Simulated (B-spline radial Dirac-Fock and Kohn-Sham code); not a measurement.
The computed values come from a radial finite-basis atomic code: relativistic Hartree-Fock (Dirac-Fock) wave functions, averaged over the configuration.

Question: This computed X-ray form factor belongs to an atom or ion in its tabulated ground configuration. Which?

| sin θ/λ (Å⁻¹) | f₀ |
| --- | --- |
| 0.05 | 6.999 |
| 0.06 | 6.999 |
| 0.09 | 6.998 |
| 0.19 | 6.991 |
| 0.73 | 6.875 |
| 1.16 | 6.690 |
| 1.46 | 6.518 |
| 2.3 | 5.890 |
| 4.55 | 3.860 |

Answer: Hf⁶⁵⁺, with 7 electrons in [He] 2s2 2p3. f₀ tends to the number of electrons as s goes to zero, which the first rows give only roughly, and the rate of fall reflects the nuclear charge, 72.

Question: This computed X-ray form factor belongs to an atom or ion in its tabulated ground configuration. Which?

```csv
sin θ/λ (Å⁻¹),f₀
0.13,15.908
0.17,15.844
0.47,14.869
0.71,13.616
1.64,8.418
2.02,7.077
3.77,3.972
4.65,2.878
7.05,1.445
```

Answer: Sn³⁴⁺, with 16 electrons in [Ne] 3s2 3p4. f₀ tends to the number of electrons as s goes to zero, which the first rows give only roughly, and the rate of fall reflects the nuclear charge, 50.

Question: This computed X-ray form factor belongs to an atom or ion in its tabulated ground configuration. Which?

| sin θ/λ (Å⁻¹) | f₀ |
| --- | --- |
| 0.05 | 30.961 |
| 0.15 | 30.649 |
| 0.2 | 30.381 |
| 0.25 | 30.044 |
| 0.4 | 28.668 |
| 0.9 | 22.074 |
| 1 | 20.718 |
| 2.5 | 7.811 |
| 3 | 6.198 |

Answer: Sm³¹⁺, with 31 electrons in [Ar] 3d10 4s2 4p1. f₀ tends to the number of electrons as s goes to zero, which the first rows give only roughly, and the rate of fall reflects the nuclear charge, 62.
